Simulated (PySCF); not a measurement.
## Chlorine: a sound run and one with changed settings

Sound run: Cl⁺ [Ne] 3s2 3p4, Cl²⁺ [Ne] 3s2 3p3. Computed with PySCF 2.14 in pcseg-2 (5s4p2d1f, 34 functions), with no relativity, point nucleus. In the sound run the correlated levels freeze [Ne]. The sound run starts from symmetry-adapted Hartree-Fock orbitals and uses a fine grid where one is needed.

A second run was set up differently.

```tsv
species	method	sound run (hartree)	changed run (hartree)	converged
Cl⁺	MP2	-459.16156	-459.21626	yes
Cl⁺	CCSD(T)	-459.18992	-459.24279	yes
Cl²⁺	MP2	-458.30489	-458.35943	yes
Cl²⁺	CCSD(T)	-458.32872	-458.38146	yes
```

Ionisation energy of Cl⁺:

| method | sound run (eV) | changed run (eV) |
| --- | --- | --- |
| UHF | 22.591 | 22.591 |
| MP2 | 23.311 | 23.316 |
| SCS-MP2 | 23.388 | 23.389 |
| CCSD | 23.413 | 23.416 |
| CCSD(T) | 23.434 | 23.438 |

Problem. What was changed?
A. a valence shell is frozen
B. too few SCF iterations
C. all electrons correlated in a valence basis
D. basis contracted for another Hamiltonian

Solution. C. A valence basis has no tight correlating functions, so it recovers only part of the core correlation, and not evenly between atom and ion.
